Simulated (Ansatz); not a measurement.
Ideal-gas functions of `IC(I)(I)I` at 500 K and 1 bar, from an Ansatz frequency run at PBE0-D4/def2-TZVP.

Molar mass 519.63 g/mol, point group Td (symmetry number 12), electronic degeneracy 1, moments of inertia 1562.437, 1562.454, 1562.478 u Å². Harmonic wavenumbers (cm⁻¹, unscaled): 84, 84, 125, 125, 125, 192, 598, 598, 598.

Use S(trans) = R[1.5 ln M + 2.5 ln T − 1.1517]; rotational temperatures θ = 24.2544 K / I; S(rot) = R[ln(√π/σ · √(T³/θAθBθC)) + 1.5]; for each mode x = 1.438777 ν̃/T, S = R[x/(eˣ − 1) − ln(1 − e⁻ˣ)] and H = RT x/(eˣ − 1); 1 cm⁻¹ = 0.0119627 kJ/mol; R = 8.31446 J/(mol·K).

Question: By hand: the entropy, in J/(mol·K).

Answer: Translation 197.6. Rotation: θ = 0.0155, 0.0155, 0.0155 K, giving 126.0. Vibration, mode by mode: 20.14, 20.14, 16.86, 16.86, 16.86, 13.35, 4.76, 4.76, 4.76, in all 118.5. Electronic 0.0. Sum 442.1 J/(mol·K).

Question: By hand: H − E and G − E in kJ/mol, counted from the electronic energy.

Answer: Zero-point energy ½ × 2529 × 0.0119627 = 15.1; thermal vibration 25.5; translation, rotation and pV give 4 RT = 16.6. H − E = 57.2 kJ/mol, and G − E = 57.2 − 500 × 442.1/1000 = -163.9 kJ/mol.

Vibration gives 27 % of the entropy, 90.9 J/(mol·K) of it from the modes under 150 cm⁻¹: soft modes count most, and the harmonic formula is weakest for them.
